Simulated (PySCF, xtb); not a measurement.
C₂H₇BO₃, SMILES C[C@H](O)B(O)O.

GFN2-xTB (xtb) at its own geometry gives an orbital gap of 6.67 eV and a dipole moment of 0.90 D.

Coordinates come from a PBE0-D3(BJ)/def2-SVP optimisation. The structure was generated by enumeration; whether it is a known compound was not checked. One conformer was computed; it need not be the lowest.

Task: What does PBE/def2-TZVP in PySCF give? (The exact figures need the calculation; the answer reports its results.)

Result: gap 6.26 eV (levels -6.44 and -0.19 eV), dipole 1.33 D.
